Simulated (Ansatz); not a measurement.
H3B2O, SMILES `B[B-]O` (excited triplet) (charge -1, multiplicity 3). This triplet is an excited state, 0.78 eV above the relaxed singlet at the level frozen-core CCSD(T)/aug-cc-pVTZ // B3LYP-D3(BJ)/def2-TZVPD (Ansatz, a first-principles code).

All values below come from BLYP/aug-cc-pVTZ // B3LYP-D3(BJ)/def2-TZVPD (Ansatz).

Ansatz 0.2 input:
```yaml
crystal:
  periodic: [false, false, false]
  atoms:
    - { symbol: B, position_ang: [-0.957008, 0.170125, 0.105763] }
    - { symbol: B, position_ang: [0.578079, 0.624735, 0.403039] }
    - { symbol: O, position_ang: [1.792392, 0.067571, 0.049908] }
    - { symbol: H, position_ang: [-1.123051, -0.85326, -0.551334] }
    - { symbol: H, position_ang: [-1.957446, 0.739198, 0.467044] }
    - { symbol: H, position_ang: [1.667033, -0.748369, -0.474421] }
basis:
  gaussian: { orbitals: aug-cc-pVTZ }
hamiltonian:
  xc: blyp
total_charge: -1
magnetization:
  spin_polarized: true
  initial_magnetization: 2
```

Output:

```
Functional definition: BLYP
881 factors; their error is unknown
mean field evaluation 1: about -3440.9949 eV, gradient 3.0e1 eV
mean field evaluation 2: about -3381.2503 eV, gradient 7.3e1 eV
mean field evaluation 4: about -3446.1102 eV, gradient 1.4e1 eV
mean field evaluation 8: about -3447.7317 eV, gradient 9.8e-2 eV
mean field evaluation 16: about -3447.7141 eV, gradient 2.4e-4 eV
mean field evaluation 32: about -3446.4901 eV, gradient 2.5e0 eV
mean field -3447.71408535 eV, -126.7011556922 hartree, gradient 2.8e-5 eV, S^2 2.003914; 4 other end points of the search recorded, 0 dependent functions left out
reference -3447.71435659 eV, -126.7011656600 hartree; 12, 10 occupied and 195, 197 virtual orbitals, 881 factors
Total energy: -3447.71435659 eV, -126.7011656600 hartree
```
